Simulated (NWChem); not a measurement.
# C3H3Cl2F; SMILES CC(F)=C(Cl)Cl

```xyz
9

C     -1.3079     1.9115     0.0000
C     -0.0746     1.0920     0.0000
F      1.0474     1.8090     0.0000
C      0.0285    -0.2472     0.0000
Cl    -1.3493    -1.2802     0.0000
Cl     1.5580    -1.0274     0.0000
H     -1.3228     2.5636    -0.8880
H     -1.3228     2.5636     0.8880
H     -2.2052     1.2836     0.0000
```
Atoms are numbered in this order, from 1.

All runs: NWChem. Medium grid unless said otherwise, to which SCAN and Minnesota functionals are sensitive. Structure relaxed at the PBE0/def2-SVP level. B3LYP is NWChem's, with the RPA form of VWN correlation. Total energies of different functionals are on different scales.

| level | energy (Ha) | highest occupied level (eV) | orbital gap (eV) | dipole (D) |
|---|---|---|---|---|
| B3LYP/def2-SVP | -1135.9075 | -6.60 | 6.47 | 1.80 |
| PBE/def2-SVP | -1135.2656 | -5.59 | 4.75 | 1.72 |
| PW91/def2-SVP | -1135.7864 | -5.64 | 4.74 | 1.71 |
| LC-wPBE (HJS exchange hole, range parameter 0.4 per bohr)/def2-SVP | -1135.4335 | -9.57 | 11.83 | 2.07 |
| M05-2X/def2-SVP | -1135.8352 | -8.17 | 9.23 | 2.00 |
| M06-2X/def2-SVP | -1135.7688 | -8.11 | 9.05 | 1.99 |
| LRC-wPBEh/def2-SVP | -1135.3856 | … | … | 1.98 |

Question: What belongs in the gaps?

Answer: 
- LRC-wPBEh/def2-SVP, highest occupied level (eV): -8.74
- LRC-wPBEh/def2-SVP, orbital gap (eV): 10.44
